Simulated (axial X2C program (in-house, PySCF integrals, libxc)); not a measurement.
Worked dissociation energy of TiSb: PBE0, without spin–orbit coupling

Calculated with an in-house relativistic program for diatomic molecules. Spin-free means the one-electron spin-free X2C Hamiltonian. Basis: Sb dyall-cv3z [11s12p8d4f1g], Ti dyall-cv3z [10s10p6d4f2g] (cores contracted in-house); Gaussian nuclei, density fitting, unrestricted open shells. Masses: Sb 120.904 u, Ti 47.948 u.

Molecular state: M_S = 1/2, Λ = 2 (beyond evenly filled blocks: δ+α).

```
E(Sb) (2M_S = 3, M_L = 0) : -6480.467407 hartree
E(Ti) (2M_S = 2, M_L = 0) : -853.525551 hartree
E(TiSb) at Re             : -7334.062572 hartree
ωe                        : 242.0 cm⁻¹
ωexe                      : 0.881 cm⁻¹
```

Task: Work out De and D0.

Result: De = -6480.467407 + (-853.525551) − (-7334.062572) = 0.06961 hartree = 1.894 eV. The zero-point energy is ωe/2 − ωexe/4 = 121 cm⁻¹ = 0.015 eV, so D0 = 1.879 eV.

Occupations by symmetry block were frozen at the best pattern of an incomplete PBE0 search. Dissociation energies refer to the lowest single-determinant-based atoms at the same level and basis. Other states lie close and PBE0, whose exact exchange favours high spin, may order them wrongly; the determinant shown need not be the ground state. The nearest other spin-free determinant of the search, M_S = 1/2, Λ = 3, lies 0.07 eV up at the distance of the search. The functionals have no current-density term, which raises determinants with orbital currents, atoms included. The determinant is spin-polarised beyond a pure state at some levels (its spin-free form has ⟨S²⟩ too high), which makes Re and μ there less reliable.

The levels of this run spread widely (ωe from 242 to 324 cm⁻¹), so these constants depend on the method.

Each atomic determinant is the lowest at this level and need not be a pure term. Totals compare only within one Hamiltonian and basis.
